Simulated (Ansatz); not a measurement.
Method: frozen-core CCSD(T)/cc-pVTZ // PBE0-D3(BJ)/def2-TZVP in Ansatz (an electronic-structure program).

Ansatz 0.2 input:
```yaml
crystal:
  periodic: [false, false, false]
  atoms:
    - { symbol: B, position_ang: [0.93752, 0.108676, -0.121001] }
    - { symbol: C, position_ang: [-0.478273, -0.527011, -0.119393] }
    - { symbol: N, position_ang: [-1.489431, 0.124377, 0.305521] }
    - { symbol: H, position_ang: [1.634912, 0.020416, 0.846213] }
    - { symbol: H, position_ang: [1.304231, 0.753651, -1.058679] }
    - { symbol: H, position_ang: [-0.675576, -1.545022, -0.476863] }
    - { symbol: H, position_ang: [-1.233382, 1.064915, 0.624204] }
basis:
  gaussian: { orbitals: cc-pVTZ }
correlation:
  method: ccsd_t
```

Output:

```
Functional definition: HF
836 factors; integrals over basis functions are off by at most 9.2e-4 eV
mean field evaluation 1: about -3244.4831 eV, gradient 2.9e1 eV
mean field evaluation 2: about -3244.4840 eV, gradient 2.9e1 eV
mean field evaluation 4: about -3246.7056 eV, gradient 3.9e0 eV
mean field evaluation 8: about -3246.7638 eV, gradient 1.6e-1 eV
mean field evaluation 16: about -3246.7583 eV, gradient 1.1e0 eV
mean field -3246.76404390 eV, -119.3163778776 hartree, gradient 3.5e-6 eV, S^2 0.000000; 0 other end points of the search recorded, 0 dependent functions left out
3 core orbitals not correlated
reference -3246.76404390 eV, -119.3163778776 hartree; 8, 8 occupied and 135, 135 virtual orbitals, 836 factors
second order -12.59083802 eV of doubles, -0.00000000 eV of singles
cycle   1  -12.90094224 eV  change   -3.1e-1 eV  update   8.7e-2
cycle   2  -13.27463265 eV  change   -3.7e-1 eV  update   2.8e-2
cycle   3  -13.36918200 eV  change   -9.5e-2 eV  update   1.7e-2
cycle   4  -13.36423310 eV  change    4.9e-3 eV  update   5.6e-3
cycle   5  -13.36324780 eV  change    9.9e-4 eV  update   3.9e-3
cycle   6  -13.36470429 eV  change   -1.5e-3 eV  update   1.8e-3
cycle   7  -13.36411765 eV  change    5.9e-4 eV  update   8.2e-4
cycle   8  -13.36414845 eV  change   -3.1e-5 eV  update   3.2e-4
cycle   9  -13.36421970 eV  change   -7.1e-5 eV  update   8.4e-5
cycle  10  -13.36418521 eV  change    3.4e-5 eV  update   3.2e-5
cycle  11  -13.36419692 eV  change   -1.2e-5 eV  update   1.4e-5
cycle  12  -13.36420551 eV  change   -8.6e-6 eV  update   4.4e-6
perturbative correction -0.57340956 eV, -0.0210724128 hartree
Total energy: -3260.70165897 eV, -119.8285757842 hartree
```

Cost: around 14 core-seconds (rough).
